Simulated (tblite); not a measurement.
Question: Write Cartesian coordinates for `C/N=C/C1C[SiH2]C1` as optimised with GFN2-xTB.

Answer: 
```
atom  x, y, z in Å
C1     2.9866   -0.3793   -0.6295
N2     1.6846    0.0965   -0.2888
C3     0.7912   -0.6977    0.0907
C4    -0.5906   -0.2556    0.4135
C5    -1.6043   -0.7560   -0.6515
Si6   -2.3182    1.0077   -0.8410
C7    -0.8318    1.2650    0.3232
H8     3.0982   -1.4692   -0.5288
H9     3.1988   -0.0867   -1.6592
H10    3.7130    0.1187    0.0140
H11    0.9622   -1.7861    0.1726
H12   -0.8577   -0.6473    1.3988
H13   -1.0988   -1.1330   -1.5390
H14   -2.2595   -1.5458   -0.2912
H15   -2.2604    1.6024   -2.1749
H16   -3.6431    1.1859   -0.2428
H17    0.0262    1.7536   -0.1315
H18   -1.0051    1.7332    1.2891
```

Orientation and origin are arbitrary. Atoms count from 1 in this order. The 4-membered ring C4–C5–Si6–C7 has internal angles of 76.9° to 100.1°; it is slightly puckered (a soft mode that the optimisation may not have finished), 0.05 Å rms from its mean plane, widest ring torsion 7°. The C–N distances run from 1.254 Å (N2=C3, drawn double) to 1.427 Å (C1–N2, drawn single), a spread of 0.173 Å. Si6 (SiH2 silicon) has angles from 76.9° to 118.1°. Of the pairs four or more bonds apart, N2···H17 is among the closest relative to their van der Waals radii: 2.35 Å, 85 % of the sum of Bondi's values.

Bonds between heavy atoms (Å): C1–N2 1.427, N2=C3 1.254, C3–C4 1.486, C4–C5 1.553, C5–Si6 1.912, Si6–C7 1.905, C4–C7 1.542.

Structure optimised with GFN2-xTB, isolated species.

Point group: C1 (no symmetry element, even within 0.4 Å). Its GFN2-xTB frequencies are all real (lowest 37 cm⁻¹). One conformer, not necessarily the lowest (N2–C3–C4–C5 110°).

These are computed values.
